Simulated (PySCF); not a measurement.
**[NSe3]- at several levels of theory**

All levels use the PBE0 minimum (singlet; N–Se 1.821 Å (×3); Se–N–Se 120.0° (×3)), basis [N def2-TZVPD, Se def2-TZVPD], no relativity, density fitting, no spin–orbit coupling, PySCF. For vertical energies the ionised species is a doublet (spins chosen at PBE0 and kept). Open shells are unrestricted, also as the reference of the correlated levels. A dash marks a value that was not computed or is not defined at that level.

```xyz
4
charge -1 multiplicity 1, angstrom
N     0.0000    0.0000    0.0000
Se    1.8214    0.0000    0.0000
Se   -0.9107    1.5774    0.0000
Se   -0.9107   -1.5774    0.0000
```

```json
{"level": "PBE0", "vertical detachment energy (eV)": "2.88", "−ε(HOMO) (eV)": "1.12", "gap (eV)": "1.90"}
{"level": "HF", "vertical detachment energy (eV)": "2.97", "−ε(HOMO) (eV)": "3.64", "gap (eV)": "6.82"}
{"level": "MP2", "vertical detachment energy (eV)": "2.76", "−ε(HOMO) (eV)": "–", "gap (eV)": "–"}
{"level": "PBE", "vertical detachment energy (eV)": "2.53", "−ε(HOMO) (eV)": "0.05", "gap (eV)": "0.34"}
{"level": "r2SCAN", "vertical detachment energy (eV)": "2.70", "−ε(HOMO) (eV)": "0.25", "gap (eV)": "0.48"}
{"level": "B3LYP", "vertical detachment energy (eV)": "2.82", "−ε(HOMO) (eV)": "0.91", "gap (eV)": "1.57"}
{"level": "TPSSh", "vertical detachment energy (eV)": "2.74", "−ε(HOMO) (eV)": "0.56", "gap (eV)": "1.06"}
{"level": "r2SCAN0", "vertical detachment energy (eV)": "2.98", "−ε(HOMO) (eV)": "1.26", "gap (eV)": "2.00"}
{"level": "wB97X", "vertical detachment energy (eV)": "3.23", "−ε(HOMO) (eV)": "3.31", "gap (eV)": "5.69"}
```

The lowest empty level of this anion is unbound, so it and the gap depend on the basis.
